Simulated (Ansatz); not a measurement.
The inner images of a band of AlH6NO2 (10 atoms, charge 0, multiplicity 1) are given out of order.

These are results of Ansatz, RKS PBE-D4/def2-SVP, not measurements.

First end point:

```xyz
10
Properties=species:S:1:pos:R:3
Al -0.030 -0.058 0.298
H -0.159 -1.007 1.595
O 1.532 0.050 -0.493
H 1.961 -0.720 -0.895
O -1.476 0.232 -0.651
H -2.005 -0.493 -1.014
N 0.073 1.876 0.915
H 0.960 2.242 0.538
H -0.710 2.365 0.457
H 0.037 2.061 1.925
```

Last end point:

```xyz
10
Properties=species:S:1:pos:R:3
Al 0.040 0.625 -0.293
H -0.135 -0.321 2.441
O 1.538 -0.171 -0.572
H 1.630 -1.024 -1.018
O -1.517 0.048 -0.736
H -1.688 -0.820 -1.128
N 0.116 2.240 0.442
H 0.980 2.719 0.698
H -0.696 2.831 0.624
H -0.082 0.419 2.218
```

Problem. Put them in order from the first end to the last, with their energies above the first end.
A.
```xyz
10
Properties=species:S:1:pos:R:3
Al 0.005 0.137 0.124
H -0.192 -0.234 1.741
O 1.597 -0.216 -0.462
H 1.750 -0.902 -1.128
O -1.442 0.055 -0.840
H -1.826 -0.822 -0.999
N 0.081 1.997 0.869
H 0.967 2.520 0.903
H -0.706 2.647 0.743
H -0.049 1.365 1.725
```
B.
```xyz
10
Properties=species:S:1:pos:R:3
Al 0.049 0.553 -0.151
H -0.202 -0.232 2.024
O 1.542 -0.275 -0.378
H 1.689 -0.918 -1.087
O -1.490 0.047 -0.726
H -1.738 -0.858 -0.962
N 0.128 2.196 0.546
H 0.995 2.681 0.779
H -0.680 2.805 0.673
H -0.109 0.547 1.960
```
C.
```xyz
10
Properties=species:S:1:pos:R:3
Al 0.027 0.320 0.024
H -0.182 -0.062 1.815
O 1.588 -0.248 -0.429
H 1.733 -0.914 -1.117
O -1.464 0.052 -0.803
H -1.803 -0.833 -1.005
N 0.092 2.034 0.820
H 0.973 2.556 0.896
H -0.695 2.688 0.738
H -0.084 0.952 1.736
```
D.
```xyz
10
Properties=species:S:1:pos:R:3
Al 0.043 0.458 -0.065
H -0.188 -0.104 1.906
O 1.566 -0.271 -0.400
H 1.711 -0.925 -1.098
O -1.478 0.044 -0.754
H -1.786 -0.843 -0.986
N 0.114 2.108 0.692
H 0.989 2.614 0.845
H -0.685 2.745 0.702
H -0.101 0.721 1.837
```
E.
```xyz
10
Properties=species:S:1:pos:R:3
Al 0.048 0.615 -0.218
H -0.211 -0.360 2.185
O 1.541 -0.204 -0.456
H 1.656 -0.965 -1.042
O -1.503 0.052 -0.701
H -1.693 -0.856 -0.979
N 0.132 2.254 0.467
H 1.000 2.748 0.677
H -0.676 2.855 0.633
H -0.111 0.407 2.110
```
F.
```xyz
10
Properties=species:S:1:pos:R:3
Al -0.002 0.038 0.196
H -0.218 -0.511 1.708
O 1.595 -0.144 -0.479
H 1.771 -0.841 -1.130
O -1.406 0.075 -0.848
H -1.881 -0.759 -0.991
N 0.082 1.958 0.894
H 0.974 2.464 0.805
H -0.693 2.589 0.644
H -0.037 1.678 1.879
```
G.
```xyz
10
Properties=species:S:1:pos:R:3
Al -0.014 -0.021 0.259
H -0.227 -0.783 1.666
O 1.582 -0.033 -0.459
H 1.832 -0.737 -1.076
O -1.403 0.128 -0.799
H -1.961 -0.648 -0.962
N 0.082 1.908 0.917
H 0.986 2.338 0.673
H -0.675 2.481 0.517
H -0.016 1.914 1.941
```

Solution. G (+3.1 kJ/mol), F (+16.4 kJ/mol), A (+51.9 kJ/mol), C (+115.7 kJ/mol), D (+93.3 kJ/mol), B (+75.1 kJ/mol), E (+70.5 kJ/mol).

The run took 3 min on 2 threads of Arm Neoverse V1, on a shared host, peak memory 0.12 GiB.
